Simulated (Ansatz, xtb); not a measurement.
## Loss of CH4: C3H10Si → C2H6Si + CH4

Species: C3H10Si `CC(C)[SiH3]`, singlet; C2H6Si (vinylsilane) `C=C[SiH3]`, singlet; CH4 (methane) `C`, singlet. This is a balance of energies; it says nothing on the path, which may need atoms to shift.

Shapes, held fixed at every level: PBE0-D4/def2-TZVP. Programs: Ansatz 0.2.0, xtb 6.7.1. The zero-point and thermal change to 298 K, harmonic and unscaled (PBE0-D4/def2-TZVP), is -11.9 kJ/mol.

| level | kind | ΔH(298 K) (kJ/mol) | less CCSD(T)/CBS estimate | CPU time (sum over the molecules) |
| --- | --- | --- | --- | --- |
| GFN0-xTB | semi-empirical | +37.0 | -37.3 | 0.14 s |
| HF/def2-SVP | Hartree–Fock | +58.1 | -16.2 | – |
| SPW92/def2-TZVPP | LDA | +117.7 | +43.4 | 7.9 s |
| r2SCAN-D4/def2-TZVPP | meta-GGA | +79.3 | +5.0 | 24 s |
| B3LYP-D4/def2-TZVPP | global hybrid | +65.2 | -9.1 | 28 s |
| wB97X-V/def2-TZVPP | range-separated hybrid | +86.4 | +12.1 | 43 s |
| B2PLYP/def2-TZVPP | double hybrid | +61.7 | -12.6 | 29 s |
| CCSD(T)/def2-SVP | coupled cluster or CI | +81.3 | +7.0 | 18 s |
| CCSD(T)/CBS estimate | coupled cluster or CI | +74.3 | 0.0 | 8.9 min |

The highest level, CCSD(T)/CBS estimate, gives ΔH(298 K) = +74.3 kJ/mol; the levels span +37.0 to +117.7. The column of differences is taken from that level and isn't an error. No measured value is set beside it here. The CBS estimate extrapolates MP2 from def2-TZVPP and def2-QZVPP and adds CCSD(T) − MP2 in the triple-zeta set, cores frozen. Times are processor times on shared x86 and Arm servers, and rough.
